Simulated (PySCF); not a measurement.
PySCF input file for F₂HOS, SMILES [OH+]=S(F)F, charge +1, B3LYP-D3(BJ)/def2-SVP. 

```python
import numpy as np
from pyscf import gto, scf, dft
from pyscf.geomopt import geometric_solver

mol = gto.M(
    atom='''
    O     1.39189004   -0.19038596    0.00000001
    S     0.02696684    0.48525518   -0.00000000
    F    -0.74279142   -0.28726745   -1.16879750
    F    -0.74279144   -0.28726745    1.16879750
    H     1.80365605   -1.07018112    0.00000001
    ''',
    basis='def2-SVP',
    charge=1,
    spin=0,
    max_memory=1600,
    verbose=3,
)
mf = dft.RKS(mol, xc='b3lyp').density_fit(auxbasis='def2-universal-jkfit')
mf.disp = 'd3bj'
mf.grids.level = 3
mf.conv_tol = 1e-9
mf.max_cycle = 100
mf.kernel()
grad = mf.nuc_grad_method()
grad.grid_response = mol.nao <= 150
conv, mol_eq = geometric_solver.kernel(grad, convergence_set='GAU_TIGHT', maxsteps=100)
print(mol_eq.tostring(format='xyz'))
mf.reset(mol_eq)
mf.kernel()
```

It prints:

```
[...]

Geometry optimization cycle 6
Cartesian coordinates (Angstrom)
 Atom        New coordinates             dX        dY        dZ
   O   1.454310  -0.103886   0.000000   -0.000195 -0.001093 -0.000000
   S   0.019769   0.459623   0.000000   -0.000006  0.000742 -0.000000
   F  -0.678271  -0.312235  -1.168810   -0.000376  0.000700  0.000052
   F  -0.678271  -0.312235   1.168810   -0.000376  0.000700 -0.000052
   H   1.619393  -1.081113   0.000000    0.000953 -0.001049  0.000000
converged SCF energy = -672.982039004175
--------------- DFRKS_Scanner gradients ---------------
         x                y                z
0 O    -0.0000386059    -0.0000968443     0.0000000000
1 S     0.0000262300     0.0001689229     0.0000000000
2 F    -0.0000150952    -0.0000716491    -0.0000519986
3 F    -0.0000150952    -0.0000716491     0.0000519986
4 H     0.0000425664     0.0000712195    -0.0000000000
----------------------------------------------
cycle 6: E = -672.982039004  dE = -7.35949e-07  norm(grad) = 0.000251211
Step    5 : Displace = 7.961e-04/1.442e-03 (rms/max) Trust = 3.000e-01 (+) Grad = 1.123e-04/1.709e-04 (rms/max) E (change) = -672.9820390042 (-7.359e-07) Quality = 0.875
Hessian Eigenvalues: 2.30000e-02 4.42250e-02 5.00000e-02 ... 4.97096e-01 5.14963e-01 5.28072e-01

Geometry optimization cycle 7
Cartesian coordinates (Angstrom)
 Atom        New coordinates             dX        dY        dZ
   O   1.454558  -0.104333   0.000000    0.000248 -0.000447 -0.000000
   S   0.020155   0.459719   0.000000    0.000385  0.000096  0.000000
   F  -0.678266  -0.311728  -1.168740    0.000005  0.000507  0.000070
   F  -0.678266  -0.311728   1.168740    0.000005  0.000507 -0.000070
   H   1.618749  -1.081776   0.000000   -0.000643 -0.000663 -0.000000
converged SCF energy = -672.982039145504
--------------- DFRKS_Scanner gradients ---------------
         x                y                z
0 O     0.0000151278    -0.0000041968     0.0000000000
1 S    -0.0000240356     0.0000495990    -0.0000000000
2 F    -0.0000051297    -0.0000311130    -0.0000058676
3 F    -0.0000051297    -0.0000311130     0.0000058676
4 H     0.0000191672     0.0000168238     0.0000000000
----------------------------------------------
cycle 7: E = -672.982039146  dE = -1.41329e-07  norm(grad) = 7.74091e-05
Step    6 : Displace = 1.482e-04/2.227e-04 (rms/max) Trust = 3.000e-01 (=) Grad = 3.462e-05/5.512e-05 (rms/max) E (change) = -672.9820391455 (-1.413e-07) Quality = 1.582
Hessian Eigenvalues: 1.32801e-02 2.30000e-02 5.00000e-02 ... 5.14963e-01 5.24218e-01 5.67033e-01

Geometry optimization cycle 8
Cartesian coordinates (Angstrom)
 Atom        New coordinates             dX        dY        dZ
   O   1.455071  -0.106356   0.000000    0.000513 -0.002023 -0.000000
   S   0.021550   0.460232   0.000000    0.001395  0.000513  0.000000
   F  -0.678310  -0.309720  -1.168687   -0.000044  0.002009  0.000054
   F  -0.678310  -0.309720   1.168687   -0.000044  0.002009 -0.000054
   H   1.616929  -1.084284   0.000000   -0.001820 -0.002508 -0.000000
converged SCF energy = -672.982039435797
--------------- DFRKS_Scanner gradients ---------------
         x                y                z
0 O     0.0000979203     0.0001184966    -0.0000000000
1 S    -0.0001310549    -0.0001274811    -0.0000000000
2 F     0.0000189007     0.0000370211     0.0000564330
3 F     0.0000189007     0.0000370211    -0.0000564330
4 H    -0.0000046668    -0.0000650577     0.0000000000
----------------------------------------------
cycle 8: E = -672.982039436  dE = -2.90293e-07  norm(grad) = 0.000266713
Step    7 : Displace = 1.647e-04/2.412e-04 (rms/max) Trust = 3.000e-01 (=) Grad = 1.193e-04/1.828e-04 (rms/max) E (change) = -672.9820394358 (-2.903e-07) Quality = 1.584
Hessian Eigenvalues: 3.51129e-03 2.30000e-02 5.00000e-02 ... 5.14963e-01 5.26353e-01 8.13121e-01

Geometry optimization cycle 9
Cartesian coordinates (Angstrom)
 Atom        New coordinates             dX        dY        dZ
   O   1.456201  -0.112313   0.000000    0.001130 -0.005957 -0.000000
   S   0.025558   0.461860   0.000000    0.004008  0.001628  0.000000
   F  -0.678479  -0.304038  -1.168591   -0.000169  0.005682  0.000095
   F  -0.678479  -0.304038   1.168591   -0.000169  0.005682 -0.000095
   H   1.612129  -1.091318   0.000000   -0.004800 -0.007035 -0.000000
converged SCF energy = -672.982040064309
--------------- DFRKS_Scanner gradients ---------------
         x                y                z
0 O     0.0001972645     0.0002682287    -0.0000000000
1 S    -0.0002675088    -0.0003638964    -0.0000000000
2 F     0.0000533342     0.0001291989     0.0001502412
3 F     0.0000533342     0.0001291989    -0.0001502412
4 H    -0.0000364241    -0.0001627300     0.0000000000
----------------------------------------------
cycle 9: E = -672.982040064  dE = -6.28512e-07  norm(grad) = 0.000653351
Step    8 : Displace = 2.065e-04/3.003e-04 (rms/max) Trust = 3.000e-01 (=) Grad = 2.922e-04/4.516e-04 (rms/max) E (change) = -672.9820400643 (-6.285e-07) Quality = 1.578
Hessian Eigenvalues: 1.22240e-03 2.30000e-02 5.00000e-02 ... 5.14963e-01 5.27466e-01 9.80680e-01

Geometry optimization cycle 10
Cartesian coordinates (Angstrom)
 Atom        New coordinates             dX        dY        dZ
   O   1.458331  -0.126181   0.000000    0.002130 -0.013868 -0.000000
   S   0.034778   0.465708   0.000000    0.009221  0.003848  0.000000
   F  -0.678768  -0.291059  -1.168530   -0.000289  0.012979  0.000062
   F  -0.678768  -0.291059   1.168530   -0.000289  0.012979 -0.000062
   H   1.601357  -1.107257   0.000000   -0.010772 -0.015939 -0.000000
converged SCF energy = -672.982041228119
--------------- DFRKS_Scanner gradients ---------------
         x                y                z
0 O     0.0003057510     0.0003972073    -0.0000000000
1 S    -0.0004141859    -0.0006004358    -0.0000000001
2 F     0.0000908193     0.0002261168     0.0002381087
3 F     0.0000908193     0.0002261168    -0.0002381086
4 H    -0.0000732037    -0.0002490051     0.0000000000
----------------------------------------------
cycle 10: E = -672.982041228  dE = -1.16381e-06  norm(grad) = 0.0010406
Step    9 : Displace = 2.022e-04/2.835e-04 (rms/max) Trust = 3.000e-01 (=) Grad = 4.654e-04/7.294e-04 (rms/max) E (change) = -672.9820412281 (-1.164e-06) Quality = 1.477
Hessian Eigenvalues: 6.95778e-04 2.30000e-02 5.00000e-02 ... 5.14963e-01 5.28075e-01 9.34876e-01

Geometry optimization cycle 11
Cartesian coordinates (Angstrom)
 Atom        New coordinates             dX        dY        dZ
   O   1.460375  -0.143560   0.000000    0.002044 -0.017379 -0.000000
   S   0.046295   0.470545   0.000000    0.011516  0.004836  0.000000
   F  -0.678914  -0.275052  -1.168562   -0.000146  0.016006 -0.000033
   F  -0.678914  -0.275052   1.168562   -0.000146  0.016006  0.000033
   H   1.588088  -1.126727   0.000000   -0.013268 -0.019470 -0.000000
converged SCF energy = -672.982042442935
--------------- DFRKS_Scanner gradients ---------------
         x                y                z
0 O     0.0002868094     0.0003614435    -0.0000000000
1 S    -0.0003912907    -0.0005719192    -0.0000000001
2 F     0.0000908282     0.0002218463     0.0002278148
3 F     0.0000908282     0.0002218463    -0.0002278148
4 H    -0.0000771751    -0.0002332168     0.0000000000
----------------------------------------------
cycle 11: E = -672.982042443  dE = -1.21482e-06  norm(grad) = 0.000985991
Step   10 : Displace = 6.022e-05/6.959e-05 (rms/max) Trust = 3.000e-01 (=) Grad = 4.409e-04/6.930e-04 (rms/max) E (change) = -672.9820424429 (-1.215e-06) Quality = 1.376
Hessian Eigenvalues: 6.67199e-04 2.30000e-02 5.00000e-02 ... 5.14963e-01 5.27565e-01 6.50369e-01

Geometry optimization cycle 12
Cartesian coordinates (Angstrom)
 Atom        New coordinates             dX        dY        dZ
   O   1.461017  -0.152985   0.000000    0.000642 -0.009425 -0.000000
   S   0.052490   0.473258   0.000000    0.006196  0.002714  0.000000
   F  -0.678894  -0.266586  -1.168704    0.000020  0.008466 -0.000141
   F  -0.678894  -0.266586   1.168704    0.000020  0.008466  0.000141
   H   1.581210  -1.136948   0.000000   -0.006878 -0.010221 -0.000000
converged SCF energy = -672.982043169458
--------------- DFRKS_Scanner gradients ---------------
         x                y                z
0 O     0.0001280447     0.0001600367    -0.0000000000
1 S    -0.0001814187    -0.0002641130    -0.0000000000
2 F     0.0000454683     0.0001049109     0.0001059129
3 F     0.0000454683     0.0001049109    -0.0001059129
4 H    -0.0000375626    -0.0001057456     0.0000000000
----------------------------------------------
cycle 12: E = -672.982043169  dE = -7.26523e-07  norm(grad) = 0.000453708
Step   11 : Displace = 2.649e-04/4.216e-04 (rms/max) Trust = 3.000e-01 (=) Grad = 2.029e-04/3.204e-04 (rms/max) E (change) = -672.9820431695 (-7.265e-07) Quality = 1.303
Hessian Eigenvalues: 7.93542e-04 2.30000e-02 5.00000e-02 ... 4.71116e-01 5.14963e-01 5.30477e-01

Geometry optimization cycle 13
Cartesian coordinates (Angstrom)
 Atom        New coordinates             dX        dY        dZ
   O   1.460757  -0.153119   0.000000   -0.000260 -0.000134  0.000000
   S   0.052526   0.473427   0.000000    0.000035  0.000168  0.000000
   F  -0.678915  -0.266626  -1.168797   -0.000021 -0.000040 -0.000093
   F  -0.678915  -0.266626   1.168797   -0.000021 -0.000040  0.000093
   H   1.581477  -1.136903   0.000000    0.000267  0.000046 -0.000000
converged SCF energy = -672.982043326038
--------------- DFRKS_Scanner gradients ---------------
         x                y                z
0 O     0.0000134313     0.0000149377    -0.0000000000
1 S    -0.0000249441    -0.0000264040    -0.0000000000
2 F     0.0000074852     0.0000122226     0.0000135925
3 F     0.0000074852     0.0000122226    -0.0000135925
4 H    -0.0000034576    -0.0000129789     0.0000000000
----------------------------------------------
cycle 13: E = -672.982043326  dE = -1.5658e-07  norm(grad) = 5.18041e-05
Step   12 : Displace = 2.024e-04/3.051e-04 (rms/max) Trust = 3.000e-01 (=) Grad = 2.317e-05/3.632e-05 (rms/max) E (change) = -672.9820433260 (-1.566e-07) Quality = 1.101
Hessian Eigenvalues: 7.92766e-04 2.30000e-02 5.00000e-02 ... 4.71320e-01 5.14963e-01 5.30451e-01

Geometry optimization cycle 14
Cartesian coordinates (Angstrom)
 Atom        New coordinates             dX        dY        dZ
   O   1.460618  -0.152063   0.000000   -0.000139  0.001056  0.000000
   S   0.051820   0.473155   0.000000   -0.000706 -0.000271 -0.000000
   F  -0.678933  -0.267617  -1.168808   -0.000018 -0.000991 -0.000011
   F  -0.678933  -0.267617   1.168808   -0.000018 -0.000991  0.000011
   H   1.582358  -1.135705   0.000000    0.000880  0.001198  0.000000
converged SCF energy = -672.982043330051
--------------- DFRKS_Scanner gradients ---------------
         x                y                z
0 O    -0.0000031070    -0.0000023110    -0.0000000000
1 S     0.0000063466    -0.0000006304     0.0000000000
2 F    -0.0000013195    -0.0000007938    -0.0000008941
3 F    -0.0000013195    -0.0000007939     0.0000008941
4 H    -0.0000006007     0.0000045291     0.0000000000
----------------------------------------------
cycle 14: E = -672.98204333  dE = -4.01246e-09  norm(grad) = 9.10414e-06
Step   13 : Displace = 2.835e-05/4.211e-05 (rms/max) Trust = 3.000e-01 (=) Grad = 4.071e-06/6.378e-06 (rms/max) E (change) = -672.9820433301 (-4.012e-09) Quality = 0.898
Hessian Eigenvalues: 7.92766e-04 2.30000e-02 5.00000e-02 ... 4.71320e-01 5.14963e-01 5.30451e-01
Converged! =D

5
XYZ from PySCF
O           1.46061804       -0.15206315        0.00000001
S           0.05182029        0.47315537        0.00000001
F          -0.67893299       -0.26761703       -1.16880817
F          -0.67893299       -0.26761704        1.16880818
H           1.58235772       -1.13570496        0.00000000
converged SCF energy = -672.982043330096
```

Self-consistency was reached.
